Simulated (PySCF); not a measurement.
## Computed beside measured shifts: Methylphenyl(mesityl)phosphine oxide (C16H19OP)

System: Methylphenyl(mesityl)phosphine oxide (C16H19OP), SMILES Cc1cc(C)c([P@](C)(=O)c2ccccc2)c(C)c1.

Atom-mapped SMILES (hydrogens are numbered by the atom that bears them): [CH3:1][c:2]1[cH:3][c:4]([CH3:5])[c:6]([P@:7]([CH3:8])(=[O:9])[c:10]2[cH:11][cH:12][cH:13][cH:14][cH:15]2)[c:16]([CH3:17])[cH:18]1

Level of theory: GIAO KT3/pcSseg-2, gas phase, PySCF SCF with an in-house response code, fitting set def2-universal-JFIT, grid level 2, non-relativistic, geometry: PBE0-D3(BJ)/def2-SVP.

One optimised conformer. Values are averaged over the atoms that symmetry or fast rotation interchanges, on this one geometry and without vibrational averaging. Shifts are the reference shielding less the shielding here, at the same level (13C, 1H against isolated TMS; 17O against isolated H2O; 31P against isolated H3PO4); nuclei without a reference have shieldings only.

Q: What shifts does this level give for P7, and how do they compare with measurement?

A: 
```csv
atom,nucleus,computed / ppm,measured / ppm,computed less measured,measured against,medium of the measurement
P7,31P,10.1,34.6,-24.5,85 % H3PO4,CDCl3
```

Computed 19F and 31P shifts carry an offset from the reference molecule (CFCl3 is hard for DFT, lone H3PO4 or PH3 isn't the 85 % acid), so differences between compounds are more accurate than the values.

Measured values: supporting information or article, doi 10.1039/c1cc14856g.
